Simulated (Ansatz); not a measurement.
Relaxation of BF2H3O (7 atoms, charge 0, multiplicity 1), to a largest force component of 0.03 eV/Å in at most 50 steps.

Theory: RHF/def2-SVP (Ansatz).

```xyz
7
Properties=species:S:1:pos:R:3:forces:R:3
B 0.069 0.413 -0.459 -0.06 0.03 0.14
O -0.046 -0.071 2.099 -0.08 1.23 -0.18
H -0.930 -0.308 2.345 0.08 0.00 -0.01
H 1.066 -0.149 -0.774 0.00 0.00 0.02
F -1.111 -0.090 -0.710 0.04 0.01 -0.01
F 0.104 1.630 0.045 0.03 0.04 -0.27
H -0.049 0.897 2.038 0.00 -1.30 0.30
```

Task: Where does it end, and by what steps?

Result: It converged. After 9 steps the energy has fallen by 0.119 eV; H3 moved furthest, 0.30 Å.

```tsv
step	energy less start (eV)	largest force component (eV/Å)	accepted
0	0.0000	1.303	yes
1	0.0432	2.392	no
2	-0.0435	1.151	yes
3	-0.0629	0.767	yes
4	-0.0855	0.669	yes
5	-0.0985	0.365	yes
6	-0.1059	0.635	yes
7	-0.1178	0.092	yes
8	-0.1183	0.088	yes
9	-0.1188	0.009	yes
```

```xyz
7
Properties=species:S:1:pos:R:3
B 0.040 0.415 -0.325
O -0.042 0.032 1.828
H -0.863 -0.381 2.057
H 1.024 -0.217 -0.540
F -1.153 -0.101 -0.559
F 0.102 1.727 -0.187
H -0.008 0.848 2.308
```

The run took 9.6 s on 1 thread of Arm Neoverse V2 (shared host), peak memory 0.12 GiB.
